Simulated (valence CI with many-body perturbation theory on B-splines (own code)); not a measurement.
# Forbidden lines of Tm20+

Method: valence CI with perturbative core correlation (CI+MBPT): three valence electrons over a frozen Dirac-Fock core [Kr] 4d10, radial functions for each j: 7 s, 7 p, 7 d, 7 f, 4 g, 2 h, with the one-electron correlation potential Σ1, the two-electron term Σ2, the three-electron term Σ3, Breit, model QED; selected CI, second order for the rest, scaled by the run's own slope (own B-spline code, finite nucleus).

No measured levels were compared; by estimate terms of the open shell hold to a few per cent of their energy, and close levels can change places. The list stops below the first excitations out of the core.

Lines 51 to 100 of 120 in falling wavelength, among levels below 1115600 cm⁻¹, chosen from the decays that carry over 1 % of a level's rate. Wavelengths and rates use the calculated energies, so an error of 2000 cm⁻¹ moves a line at 494.7 nm by 9.9 % and its rate by three times that or more. Weak lines are less certain than strong ones. Lines between different terms over intervals too small for the method are left out, as are lines whose strength nearly cancels. Where a level lies close to another of its J and parity, the split of strength between their lines is uncertain.

Levels are named by their leading jj configuration (3d3/2^4 stands for four electrons in 3d with j = 3/2), which in mixed levels can hold well under half, so a name can repeat and another be missing. Letters in brackets count levels of one name in rising energy.

| λ vac (nm) | Upper | Lower | Type | A (s⁻¹) | Branch % |
| --- | --- | --- | --- | --- | --- |
| 494.7 | (4f5/2 4f7/2^2) J=7/2 [a] | (4f5/2^2 4f7/2) J=5/2 [a] | M1 | 2.39e+01 | 30.2 |
| 490.9 | (4f7/2^3) J=9/2 | (4f5/2^2 4f7/2) J=7/2 [b] | M1 | 1.20e+01 | 7.1 |
| 485.1 | (4f5/2 4f7/2^2) J=15/2 [b] | (4f5/2^2 4f7/2) J=15/2 | M1 | 4.81e+01 | 34.1 |
| 471.1 | (4f7/2^3) J=9/2 | (4f5/2 4f7/2^2) J=9/2 [a] | M1 | 8.99e+01 | 52.9 |
| 465.1 | (4f5/2 4f7/2^2) J=1/2 | (4f5/2 4f7/2^2) J=3/2 [a] | M1 | 1.13e+01 | 28.3 |
| 464.1 | (4f5/2^2 4f7/2) J=9/2 | (4f5/2^2 4f7/2) J=11/2 [a] | M1 | 2.38e+01 | 21.6 |
| 458.9 | (4f5/2 4f7/2^2) J=3/2 [a] | (4f5/2^2 4f7/2) J=5/2 [a] | M1 | 4.71e+01 | 29.5 |
| 456.8 | (4f7/2^3) J=3/2 | (4f5/2 4f7/2^2) J=3/2 [a] | M1 | 1.13e+02 | 46.9 |
| 446.9 | (4f5/2 4f7/2^2) J=13/2 [b] | (4f5/2^2 4f7/2) J=15/2 | M1 | 3.00e+00 | 4.3 |
| 434.3 | (4f5/2^2 4f7/2) J=1/2 | (4f5/2^2 4f7/2) J=3/2 [a] | M1 | 3.77e+01 | 52.3 |
| 433.3 | (4f5/2 4f7/2^2) J=5/2 [a] | (4f5/2^3) J=5/2 | M1 | 2.97e+00 | 3.2 |
| 431.5 | (4f5/2^2 4f7/2) J=11/2 [b] | (4f5/2^2 4f7/2) J=13/2 | M1 | 4.48e+00 | 5.9 |
| 400.8 | (4f5/2 4f7/2^2) J=17/2 | (4f5/2^2 4f7/2) J=15/2 | M1 | 4.64e+01 | 86.1 |
| 386.0 | (4f5/2 4f7/2^2) J=9/2 [b] | (4f5/2^2 4f7/2) J=9/2 | M1 | 2.72e+01 | 33.7 |
| 385.4 | (4f5/2^2 4f7/2) J=11/2 [b] | (4f5/2 4f7/2^2) J=11/2 | M1 | 2.99e+01 | 39.2 |
| 377.7 | (4f5/2 4f7/2^2) J=7/2 [b] | (4f5/2 4f7/2^2) J=9/2 [b] | M1 | 2.77e+00 | 5.8 |
| 361.5 | (4f5/2 4f7/2^2) J=5/2 [a] | (4f5/2^2 4f7/2) J=7/2 [a] | M1 | 4.16e+01 | 45.0 |
| 357.9 | (4f5/2 4f7/2^2) J=5/2 [a] | (4f5/2^2 4f7/2) J=3/2 [a] | M1 | 7.93e+00 | 8.6 |
| 356.0 | (4f5/2^2 4f7/2) J=5/2 [b] | (4f5/2^3) J=5/2 | M1 | 1.78e+01 | 19.5 |
| 354.2 | (4f5/2 4f7/2^2) J=11/2 | (4f5/2 4f7/2^2) J=13/2 [a] | M1 | 3.90e+01 | 35.8 |
| 348.0 | (4f5/2^2 4f7/2) J=3/2 [b] | (4f5/2^3) J=5/2 | M1 | 3.44e+00 | 12.2 |
| 347.1 | (4f7/2^3) J=9/2 | (4f5/2^2 4f7/2) J=7/2 [a] | M1 | 1.23e+01 | 7.3 |
| 346.7 | (4f5/2 4f7/2^2) J=3/2 [a] | (4f5/2^3) J=3/2 | M1 | 3.19e+01 | 20.0 |
| 346.5 | (4f5/2 4f7/2^2) J=7/2 [b] | (4f5/2 4f7/2^2) J=7/2 [a] | M1 | 3.29e+00 | 6.9 |
| 342.6 | (4f5/2 4f7/2^2) J=15/2 [b] | (4f5/2^2 4f7/2) J=13/2 | M1 | 7.52e+01 | 53.3 |
| 330.4 | (4f5/2^2 4f7/2) J=15/2 | (4f5/2 4f7/2^2) J=15/2 [a] | M1 | 7.09e+01 | 48.8 |
| 323.1 | (4f5/2 4f7/2^2) J=13/2 [b] | (4f5/2^2 4f7/2) J=13/2 | M1 | 2.49e+01 | 36.1 |
| 322.5 | (4f5/2^2 4f7/2) J=13/2 | (4f5/2 4f7/2^2) J=13/2 [a] | M1 | 3.17e+01 | 24.8 |
| 318.5 | (4f5/2 4f7/2^2) J=5/2 [a] | (4f5/2^2 4f7/2) J=5/2 [a] | M1 | 1.28e+01 | 13.8 |
| 309.3 | (4f5/2^2 4f7/2) J=9/2 | (4f5/2^3) J=9/2 | M1 | 8.61e+01 | 78.4 |
| 306.1 | (4f5/2^2 4f7/2) J=5/2 [b] | (4f5/2^2 4f7/2) J=7/2 [a] | M1 | 2.45e+01 | 26.8 |
| 303.5 | (4f5/2^2 4f7/2) J=5/2 [b] | (4f5/2^2 4f7/2) J=3/2 [a] | M1 | 9.93e+00 | 10.9 |
| 298.1 | (4f5/2^2 4f7/2) J=1/2 | (4f5/2^3) J=3/2 | M1 | 3.34e+01 | 46.3 |
| 297.7 | (4f5/2^2 4f7/2) J=3/2 [b] | (4f5/2^2 4f7/2) J=3/2 [a] | M1 | 1.92e+01 | 67.7 |
| 296.6 | (4f5/2 4f7/2^2) J=13/2 [b] | (4f5/2 4f7/2^2) J=11/2 | M1 | 6.96e+00 | 10.1 |
| 278.9 | (4f7/2^3) J=9/2 | (4f5/2^2 4f7/2) J=9/2 | M1 | 4.69e+00 | 2.8 |
| 276.5 | (4f5/2 4f7/2^2) J=9/2 [a] | (4f5/2^2 4f7/2) J=11/2 [a] | M1 | 1.88e+01 | 22.4 |
| 274.7 | (4f5/2^2 4f7/2) J=5/2 [b] | (4f5/2^2 4f7/2) J=5/2 [a] | M1 | 2.89e+00 | 3.2 |
| 271.0 | (4f5/2 4f7/2^2) J=7/2 [b] | (4f5/2^2 4f7/2) J=7/2 [b] | M1 | 9.32e-01 | 2.0 |
| 264.9 | (4f5/2 4f7/2^2) J=7/2 [b] | (4f5/2 4f7/2^2) J=9/2 [a] | M1 | 1.63e+00 | 3.4 |
| 261.3 | (4f5/2 4f7/2^2) J=11/2 | (4f5/2^2 4f7/2) J=11/2 [a] | M1 | 2.97e+01 | 27.3 |
| 260.1 | (4f5/2 4f7/2^2) J=5/2 [a] | (4f5/2^3) J=3/2 | M1 | 1.35e+01 | 14.6 |
| 254.0 | (4f5/2^2 4f7/2) J=7/2 [a] | (4f5/2^3) J=9/2 | M1 | 4.50e+00 | 50.8 |
| 252.6 | (4f5/2^2 4f7/2) J=15/2 | (4f5/2 4f7/2^2) J=13/2 [a] | M1 | 6.82e+01 | 46.9 |
| 251.1 | (4f5/2 4f7/2^2) J=1/2 | (4f5/2^2 4f7/2) J=3/2 [a] | M1 | 9.83e+00 | 24.7 |
| 248.6 | (4f7/2^3) J=3/2 | (4f5/2^2 4f7/2) J=3/2 [a] | M1 | 1.20e+01 | 5.0 |
| 243.6 | (4f5/2^2 4f7/2) J=13/2 | (4f5/2^2 4f7/2) J=11/2 [a] | M1 | 9.59e+01 | 75.2 |
| 234.3 | (4f5/2^2 4f7/2) J=11/2 [b] | (4f5/2^2 4f7/2) J=9/2 | M1 | 1.37e+01 | 17.9 |
| 230.1 | (4f5/2^2 4f7/2) J=5/2 [b] | (4f5/2^3) J=3/2 | M1 | 1.47e+01 | 16.1 |
| 228.9 | (4f7/2^3) J=3/2 | (4f5/2^2 4f7/2) J=5/2 [a] | M1 | 5.86e+01 | 24.4 |
